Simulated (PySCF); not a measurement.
Compound: C4H4NO2 (charge -1).
Cartesian coordinates in Å at the GFN2-xTB level; atoms count from 1:
```xyz
11
C4H4NO2 angstrom
N     -3.095    0.419    0.135
C     -2.037    0.088   -0.170
C     -0.707   -0.312   -0.496
C      0.285    0.100    0.592
C      1.774    0.119   -0.009
O      2.663   -0.053    0.827
O      1.847    0.320   -1.226
H     -0.679   -1.396   -0.647
H     -0.372    0.169   -1.425
H      0.252   -0.568    1.454
H      0.074    1.117    0.936
```

A PySCF run (density fitting, gas phase, GFN2-xTB geometry) gave HOMO -5.81 eV, LUMO 3.37 eV and E = -357.991 Eh.

Problem. Which of these levels was it?
A. HF/aug-pcSseg-1
B. PBE0/def2-SVPD
C. PBE0/6-311G**
D. mPW1PW91/pcSseg-0
E. X3LYP/IGLO-II

Solution. A. It is HF/aug-pcSseg-1. All candidates on this geometry:

```csv
level and settings,kind,basis functions,SCF cycles,E (Eh),HOMO (eV),LUMO (eV)
"X3LYP/IGLO-II, grid level 3, damping 0.2 at the start, DIIS from the seventh cycle",global hybrid,178,19,-360.0470,-1.49,4.35
PBE0/def2-SVPD,global hybrid,178,14,-359.4473,-2.07,3.97
"mPW1PW91/pcSseg-0, energy threshold 1e-11 Eh",global hybrid,71,13,-359.1442,-1.30,4.84
"PBE0/6-311G**, fitting basis def2-universal-jkfit",global hybrid,150,11,-359.7720,-1.45,4.74
"HF/aug-pcSseg-1, energy threshold 1e-11 Eh",Hartree–Fock,218,15,-357.9908,-5.81,3.37
```

The nearest other candidate, by the summed differences of HOMO and LUMO, is PBE0/def2-SVPD: its HOMO differs by +3.74 eV and its LUMO by +0.60 eV. Cycle counts include a coarse-grid stage where the run had one. All basis functions are spherical, in the Pople sets too.
